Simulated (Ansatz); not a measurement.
PdS₂⁺. Charge 1, multiplicity 4. Geometry PBE-D4/def2-TZVP; atoms count from 1.

```xyz
3

Pd    0.629    0.613    1.161
S     0.235    0.271   -1.183
S    -0.863   -0.884    0.022
```

In the def2 sets Pd takes a core potential; there is no spin–orbit coupling. At PBE0-D4/def2-TZVP a doublet of charge 1 lies 1.17 eV below the quartet, each at its own geometry. The structure comes from a short search, and lower isomers may exist.

Estimate the Mulliken populations from the PBE0/def2-TZVP orbitals of Ansatz.


```json
{"atom": "Pd1", "charge (e)": "0.71", "spin (α − β)": "1.05", "d electrons": "8.89"}
{"atom": "S2", "charge (e)": "0.14", "spin (α − β)": "0.97", "d electrons": "–"}
{"atom": "S3", "charge (e)": "0.14", "spin (α − β)": "0.97", "d electrons": "–"}
```
Mulliken values depend strongly on the basis.

Where does the spin sit?

Summed by element: Pd 1.05, S 1.95, of 3 unpaired in all. Largest on single atoms: Pd1 1.05, S2 0.97, S3 0.97.

And the Mayer bond orders between heavy atoms (over 0.3)?

Pd1–S2 0.66 (2.40 Å); Pd1–S3 0.66 (2.40 Å); S2–S3 1.64 (2.00 Å).
